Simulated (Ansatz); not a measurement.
```yaml
crystal:
  periodic: [false, false, false]
  atoms:
    - {symbol: C, position_ang: [-1.663623, 0.028535, -1.249183]}
    - {symbol: Al, position_ang: [-0.378067, -0.951952, -0.163365]}
    - {symbol: O, position_ang: [0.832872, -0.114116, 0.645039]}
    - {symbol: Ga, position_ang: [2.123823, 0.728137, 1.505282]}
    - {symbol: H, position_ang: [-2.445304, -0.618390, -1.655434]}
    - {symbol: H, position_ang: [-2.148167, 0.820651, -0.669595]}
    - {symbol: H, position_ang: [-1.166699, 0.519296, -2.092758]}
    - {symbol: H, position_ang: [-0.406554, -2.530833, 0.001239]}
    - {symbol: H, position_ang: [1.790712, 1.196734, 2.958120]}
    - {symbol: H, position_ang: [3.461018, 0.921941, 0.720655]}
basis:
  gaussian: {orbitals: def2-mTZVP, point_charges: [{charge: 1.00, position_ang: [7.270, -0.762, -0.505]}]}
magnetization: {spin_polarized: true, initial_magnetization: 8}
hamiltonian: {xc: {name: HF}}
output: {forces: true}
```

```sh
$ ansatz run in.yaml --threads 4 --pin off --events-out ev --progress --plain --max-ram 10444MiB
```

Output, abridged:

```
Functional definition: HF
1126 factors; integrals over basis functions are off by at most 1.1e-3 eV
mean field evaluation 1: about -62053.3067 eV, gradient 2.0e1 eV
mean field evaluation 2: about -62053.4420 eV, gradient 2.0e1 eV
mean field evaluation 4: about -62059.4003 eV, gradient 5.5e0 eV
mean field evaluation 8: about -62060.9367 eV, gradient 6.5e-1 eV
mean field evaluation 16: about -62061.0110 eV, gradient 1.8e-1 eV
mean field evaluation 32: about -62061.0127 eV, gradient 4.5e-3 eV
mean field evaluation 64: about -62061.0554 eV, gradient 9.4e-2 eV
mean field -62061.09219427 eV, -2280.7030716204 hartree, gradient 3.1e-7 eV, S^2 20.026730; 6 other end points of the search recorded, 0 dependent functions left out
reference -62061.09219427 eV, -2280.7030716204 hartree; 36, 28 occupied and 83, 91 virtual orbitals, 1126 factors
Total energy: -62061.09219427 eV, -2280.7030716204 hartree
Atom 0 at    -1.663623     0.028535    -1.249183 Å, force    -5.292047     5.417933    -4.843700 eV/Å
Atom 1 at    -0.378067    -0.951952    -0.163365 Å, force    -0.063353     0.265309    -0.053292 eV/Å
Atom 2 at     0.832872    -0.114116     0.645039 Å, force    -2.071005    -1.301845    -1.557928 eV/Å
Atom 3 at     2.123823     0.728137     1.505282 Å, force     3.562253     0.602580    -1.949048 eV/Å
Atom 4 at    -2.445304    -0.618390    -1.655434 Å, force     0.828612    -0.919802     0.804700 eV/Å
Atom 5 at    -2.148167     0.820651    -0.669595 Å, force     0.610998    -0.647397     0.876624 eV/Å
Atom 6 at    -1.166699     0.519296    -2.092758 Å, force     0.890207    -0.684671     0.490527 eV/Å
Atom 7 at    -0.406554    -2.530833     0.001239 Å, force     0.417002    -5.288275     0.945541 eV/Å
Atom 8 at     1.790712     1.196734     2.958120 Å, force    -0.410804     2.075040     5.587672 eV/Å
Atom 9 at     3.461018     0.921941     0.720655 Å, force     1.692727     0.408069    -0.378385 eV/Å
Dipole moment:    -1.742844    -0.338527    -0.581067 e Å
```

Problem. What is wrong with this run?

Solution. The spin is set far too high for this molecule. The run converged. The result belongs to that input, not to the molecule as meant.
